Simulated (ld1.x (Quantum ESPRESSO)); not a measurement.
u(r) = r·R(r): atom against pseudo-atom (nickel)

Columns: radius, all-electron u(r) and pseudo u(r) of the 4s shell (level -5.87 eV) of nickel in the configuration [Ne] 3s2 3p6 3d8 4s2 4p0; LDA (PZ), scalar-relativistic, PAW scheme, ld1.x (Quantum ESPRESSO) 7.5.

```tsv
r (bohr)	all-electron	pseudo
0.070	0.0004	0.1178
0.140	-0.1581	0.2259
0.210	-0.1405	0.3156
0.280	-0.0242	0.3807
0.350	0.1063	0.4176
0.420	0.2073	0.4257
0.490	0.2644	0.4073
0.560	0.2793	0.3667
0.630	0.2599	0.3092
0.700	0.2156	0.2404
0.770	0.1549	0.1654
0.840	0.0848	0.0880
0.910	0.0104	0.0108
0.980	-0.0645	-0.0646
1.050	-0.1373	-0.1373
1.120	-0.2063	-0.2063
1.190	-0.2705	-0.2705
1.260	-0.3293	-0.3293
1.330	-0.3824	-0.3824
1.400	-0.4298	-0.4298
1.470	-0.4715	-0.4715
1.540	-0.5080	-0.5080
1.610	-0.5393	-0.5393
1.680	-0.5659	-0.5659
1.750	-0.5880	-0.5880
1.820	-0.6062	-0.6062
```

Task: How many radial nodes do the two functions have?

Result: The all-electron 4s function has n − l − 1 = 3; the pseudo-wave has 1, since 1 lower shell of the same l stays in the valence.

Task: At about which radius was the pseudo-wave matched?

Result: 1.10 bohr. The columns agree to 0.0005 from 0.91 bohr on; several derivatives are matched, so the curves merge somewhat inside the radius.

Task: Is the pseudo-wave norm-conserving?

Result: No, it belongs to a PAW set: the norm inside the radius is not constrained, and the difference is carried by the augmentation charge.
